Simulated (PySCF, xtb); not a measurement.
C₂H₈FNSi₂, SMILES C[Si@H]1CN[Si@H]1F.

GFN2-xTB in xtb at its own geometry gives an orbital gap of 4.20 eV and a dipole moment of 1.94 D.

Geometry optimised at TPSSh-D3(BJ)/def2-SVP. The structure was generated by enumeration; whether it is a known compound was not checked.

Problem. What does PySCF with PBE/def2-TZVP give? (Estimate from the structure and the level; the computed values follow.)

Solution. gap 5.03 eV (levels -5.79 and -0.76 eV), dipole 1.91 D.
